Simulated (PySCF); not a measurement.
MBr for M along the 5d metals

PBE0 with triple-zeta basis sets in PySCF, for the lowest determinant that a PBE0 search found; no spin–orbit coupling. De refers to high-spin ground-configuration atoms. A positive dipole means M(−)Br(+).

| M | basis | state (unpaired electrons) | Re (Å) | ωe (cm⁻¹) | De (eV) | μ (D) |
| --- | --- | --- | --- | --- | --- | --- |
| Hf | def2-TZVPPD | doublet (δ ↑) | 2.465 | 248 | n/a | -1.62 |
| Ta | def2-TZVPP | quintet (σ ↑, π ↑, δ ↑↑) | 2.446 | 251 | n/a | -3.02 |
| W | def2-TZVPP | sextet (σ ↑, π ↑↑, δ ↑↑) | 2.423 | 259 | n/a | -3.38 |
| Ir | def2-TZVPP | triplet (π ↑, δ ↑) | 2.297 | 279 | n/a | -2.88 |
| Au | def2-TZVPP | singlet (closed shell) | 2.346 | 255 | 2.67 | -3.55 |
| Hg | def2-TZVPP | doublet (σ ↑) | 2.547 | 176 | 0.93 | -2.71 |

The shortest bond is that of IrBr (2.297 Å), the longest that of HgBr (2.547 Å).

The rows differ in basis set, which adds steps of its own.

The state changes along the series, so neighbouring rows are not always alike in their bonding.

De is left out where the level can put another filling of the metal’s s and d shells below the measured ground configuration, by anything from nothing to about 1 eV. Spin–orbit coupling is left out, which matters for elements this heavy, above all for dissociation energies. States were picked by a PBE0 search and need not be the measured ground states.
